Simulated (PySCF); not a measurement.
Compound: CH4F2OSi.
Atom-mapped SMILES: `[OH:1][SiH2:2][CH:3]([F:4])[F:5]` (hydrogens: H6 on O1; H7, H8 on Si2; H9 on C3)

A linear-response calculation (PySCF, def2-SVPD basis, gas phase, vertical, core orbitals frozen in the response) gave these numbers; the functional is withheld.

Orbital energies (eV): HOMO-3 -11.15, HOMO-2 -10.70, HOMO-1 -9.43, HOMO -8.62, LUMO -0.31, LUMO+1 0.62, LUMO+2 1.04.

```csv
state,E (eV),f,"main configurations (H = HOMO, L = LUMO)"
S1,6.87,0.0011,H→L (98%)
S2,7.62,0.0052,H-1→L (97%)
S3,8.00,0.045,H→L+1 (98%)
S4,8.14,0.0061,"H→L+2 (72%), H→L+3 (20%)"
S5,8.64,0.023,"H→L+3 (46%), H-2→L (15%), H→L+4 (12%)"
S6,8.76,0.031,"H-1→L+1 (51%), H→L+3 (21%)"
```

Triplets, Tamm–Dancoff:

```tsv
state	E (eV)	λ (nm)	main configurations (H = HOMO, L = LUMO)
T1	6.48	191.3	H→L (94%)
T2	7.16	173.2	H-1→L (92%)
T3	7.48	165.8	H→L+2 (60%), H→L+3 (24%)
T4	7.64	162.2	H→L+1 (78%), H→L+2 (14%)
```

Vertical ionisation energy by ΔSCF with the same functional: 10.86 eV. Mean static polarisability: 45.2 au.

Problem. Name the functional.
A. wB97X-D
B. PBE0
C. PBE
D. HF

Solution. B. PBE0 is a global hybrid with 25% exact exchange. In this run −ε(HOMO) = 8.62 eV differs from the ΔSCF value by -2.24 eV, and S1 differs from the orbital gap of 8.30 eV by -1.44 eV. The ratio −ε(HOMO)/IP is 0.79. Usual ranges for neutral molecules in this basis: 0.7 to 0.83 with PBE0, 0.5 to 0.7 with PBE, 0.89 to 0.99 with wB97X-D; Hartree–Fock can't fall below 1, since the ion's relaxation only lowers the ΔSCF value.

Computed with TDDFT PBE0/def2-SVPD, vertical, gas phase, core orbitals frozen in the response (PySCF 2.14.0, density-fitted response routines). The structure is a single PBE0-D3(BJ)/def2-SVP conformer in the gas phase; no vibrational or solvent corrections.

Conformer computed: `[OH:1][SiH2:2][CH:3]([F:4])[F:5]`: O1–Si2–C3–F4 -51°, H–O1–Si2–C3 45°.
